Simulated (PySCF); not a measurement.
In(H)(vinyl)(OH) (C₂H₅InO), SMILES C=[CH][InH][OH].

Geometry optimised at PBE0-D3(BJ)/def2-SVP. The structure was generated by enumeration; whether it is a known compound was not checked. The def2 effective core potentials stand for the cores of In; spin–orbit coupling is left out. Other conformers were not sampled.

These are TDDFT-ωB97X/def2-SVPD (PySCF) values and carry that method's errors.

Vertical excitations. Isolated molecule, no solvent. State labels are in the subgroup Cs.

```
state  symmetry  energy (eV)  λ (nm)      f                                                                  main pairs
-----  --------  -----------  ------  -----  --------------------------------------------------------------------------
S1           A"         5.19     239  0.000                                                              HOMO→LUMO 94 %
S2           A'         6.16     201  0.024                                                            HOMO−1→LUMO 82 %
S3           A"         6.28     197  0.017                                                            HOMO−3→LUMO 92 %
S4           A"         6.50     191  0.020                   HOMO−1→LUMO+1 55 %, HOMO−2→LUMO+1 21 %, HOMO−1→LUMO+2 9 %
S5           A'         6.55     189  0.241                        HOMO−2→LUMO 65 %, HOMO−1→LUMO 12 %, HOMO→LUMO+1 10 %
S6           A"         6.93     179  0.014                                                            HOMO→LUMO+4 77 %
S7           A'         7.00     177  0.136                                          HOMO→LUMO+1 60 %, HOMO−2→LUMO 22 %
S8           A"         7.31     170  0.076                                      HOMO−2→LUMO+1 56 %, HOMO−1→LUMO+1 26 %
S9           A'         7.76     160  0.359                     HOMO−3→LUMO+1 46 %, HOMO→LUMO+3 16 %, HOMO−3→LUMO+2 8 %
S10          A'         7.90     157  0.127   HOMO→LUMO+3 37 %, HOMO→LUMO+2 28 %, HOMO−3→LUMO+1 13 %, HOMO−3→LUMO+2 9 %
T1           A'         4.22     294      0  HOMO−1→LUMO 37 %, HOMO−1→LUMO+4 23 %, HOMO−2→LUMO 18 %, HOMO−2→LUMO+4 16 %
T2           A"         4.84     256      0                                                              HOMO→LUMO 88 %
T3           A'         5.78     214      0                                          HOMO−2→LUMO 44 %, HOMO−1→LUMO 40 %
T4           A'         5.98     207      0                                                            HOMO→LUMO+1 64 %
```
Triplets are in the Tamm–Dancoff approximation, which puts them higher than full response would, so one can lie above its singlet here.
